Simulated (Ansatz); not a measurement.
`C[O][Ge][SH]` and `C[O][Ge][Cl]` differ in one atom or group.

Ansatz, PBE0-D4/def2-TZVP geometries, multiplicity 1. Each molecule was computed in one conformer, which needn't be the lowest.

Scalar relativity is left out up to krypton.

```json
{"property": "LUMO energy (B3LYP/def2-TZVPP) / eV", "`C[O][Ge][SH]`": "-2.14"}
{"property": "HOMO–LUMO gap (B3LYP/def2-TZVPP) / eV", "`C[O][Ge][SH]`": "5.00"}
{"property": "size of the dipole moment (PBE/def2-TZVPP) / D", "`C[O][Ge][SH]`": "1.33"}
{"property": "size of the dipole moment (ωB97M-V/def2-TZVPP) / D", "`C[O][Ge][SH]`": "1.15"}
{"property": "LUMO energy (PBE0/def2-TZVPP) / eV", "`C[O][Ge][SH]`": "-1.94"}
{"property": "zero-point energy (PBE0-D4/def2-TZVP) / kJ/mol", "`C[O][Ge][SH]`": "134.3"}
```

**Question.** What does the change do to each property? (Estimate.)

**Answer.** The calculation gave: 
```
                                          property  `C[O][Ge][Cl]`  shift
               LUMO energy (B3LYP/def2-TZVPP) / eV           -2.43  -0.29
             HOMO–LUMO gap (B3LYP/def2-TZVPP) / eV            5.34   0.34
    size of the dipole moment (PBE/def2-TZVPP) / D            1.25  -0.08
size of the dipole moment (ωB97M-V/def2-TZVPP) / D            1.24   0.09
                LUMO energy (PBE0/def2-TZVPP) / eV           -2.22  -0.28
    zero-point energy (PBE0-D4/def2-TZVP) / kJ/mol           112.9  -21.4
```

With PBE0 the HOMO falls by 0.61 eV and the LUMO falls by 0.28 eV, so the gap widens by about 0.33 eV. PBE moves the HOMO by -0.53 eV and ωB97M-V by -0.69 eV. The zero-point energy changes by -21.4 kJ/mol with -3 modes. Dipoles are sizes alone; their direction can turn.

B3LYP here is the variant with VWN-RPA as its local correlation; programs differ in this.
